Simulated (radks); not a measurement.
The numbers below are computed, except where a source is named.
Task: These are the eigenvalues of the occupied orbitals of an atom or ion with whole-number occupations (Ry). Code: a radial shooting solver on a logarithmic mesh with Libxc functionals. Model: Dirac Kohn-Sham, PBE, spin-unpolarised, spherical densities, finite nucleus; Fermi nuclear charge, rms radius of each element as measured or else 0.836 A^(1/3) + 0.57 fm.

orbital  eigenvalue
1s1/2     -1693.197
2s1/2     -246.1621
2p1/2     -227.9793
2p3/2     -217.3504
3s1/2     -44.70415
3p1/2     -37.58761
3p3/2     -35.75898
3d3/2     -23.16167
3d5/2     -22.80104
4s1/2      -6.91437
4p1/2      -4.74788
4p3/2      -4.45858
4d3/2      -1.24208
4d5/2      -1.21029
5s1/2      -0.89011

Which element is it, and in what charge state? The configuration may be excited. Open shells, if any, fill j = l - 1/2 first.

Result: Z = 45, rhodium, charge +1: Rh+ in [Kr] 4d7 5s1. The list shows which subshells hold electrons but not how many an open one holds; the 1s level, -846.6 hartree, gives Z - s = 41.1 by -(Z - s)^2/2, which with screening and relativity narrows Z to a few neighbours, and the depths of the outer levels then fix element, charge and occupations together.
